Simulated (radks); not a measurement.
Results of a calculation; reference values are marked as such.
Spherical quantum dot in the effective-mass picture: electrons in a parabolic well V = omega^2 r^2 / 2 with omega = 0.694, with a point charge +2 (a donor) at the centre, all in effective atomic units (hartree* = m*/eps^2 hartree, bohr* = eps/m* bohr), one dielectric constant everywhere. Level of theory: non-relativistic Kohn-Sham, r2SCAN, spin-polarised, spherical densities, generalised Kohn-Sham scheme (a radial shooting solver with Libxc functionals). Levels are named by radial order and angular momentum (1s, 1p, 1d, 2s, ...), and open shells are averaged over m.

N = 5, configuration 1s2 1p(up 3, down 0). This is the lowest configuration that the search found. Occupied and some empty levels:

level,occupation,eigenvalue (hartree*),<r> (bohr*)
1s up,1,1.3674,0.8959
1s down,1,1.4654,0.8334
1p up,3,2.6465,1.816
2s up,0,2.8741,1.931
1p down,0,2.8998,1.747
2s down,0,3.1147,1.897
1d up,0,3.3727,2.222
1d down,0,3.6836,2.162
1f up,0,4.0811,2.536
1f down,0,4.4477,2.491

Energy (hartree*): total 3.61719, kinetic 5.6876, external -7.7105, Hartree 7.9958, exchange-correlation -2.3557.

Electron density:

r (bohr*),n(r) (e/bohr*^3)
0.146,2.203
0.389,0.8979
0.632,0.4134
0.875,0.2240
1.12,0.1431
1.36,0.1010
1.60,0.07244
1.85,0.04999
2.09,0.03231
2.33,0.01924
2.58,0.01048
2.82,0.005207
3.06,0.002359
